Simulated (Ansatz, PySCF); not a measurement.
Si(OSiH3)(H)(NHSiH3)2 (H12N2OSi4), SMILES [SiH3]N[SiH](N[SiH3])O[SiH3].

Geometry optimised at B3LYP-D3(BJ)/def2-SVP. One conformer was computed; it need not be the lowest.

Vertical ionisation energy (IE) and electron affinity (EA) in eV. Rows of orbital energies are one-electron estimates. Where ΔSCF, EOM or ADC give a negative EA the extra electron is unbound and the value depends on the basis.

```json
[
 {"level": "−ε(HOMO), −ε(LUMO), r2SCAN/def2-SVP (PySCF)", "IE": "6.44", "EA": "0.14"},
 {"level": "−ε(HOMO), −ε(LUMO), PBE/def2-SVP (PySCF)", "IE": "6.08", "EA": "0.47"},
 {"level": "ΔSCF, CAM-B3LYP/def2-SVPD (Ansatz), final states of multiplicity 2 and 2", "IE": "9.54", "EA": "-1.31"},
 {"level": "ΔSCF, PBE/def2-SVPD (Ansatz), final states of multiplicity 2 and 2", "IE": "…", "EA": "…"}
]
```

Q: Some entries are withheld; supply them. (Estimate from the structure and the level; the computed values follow.)

A: 
- ΔSCF, PBE/def2-SVPD (Ansatz, a program for electronic structure), final states of multiplicity 2 and 2, IE: 8.72
- ΔSCF, PBE/def2-SVPD (Ansatz), final states of multiplicity 2 and 2, EA: -0.78

Q: What vertical singlet–triplet gap does ΔSCF give with CAM-B3LYP/def2-SVPD (Ansatz) and with PBE/def2-SVPD (Ansatz)? (The exact figures need the calculation; the answer reports its results.)

A: 6.42 and 5.46 eV (triplet above singlet where positive).
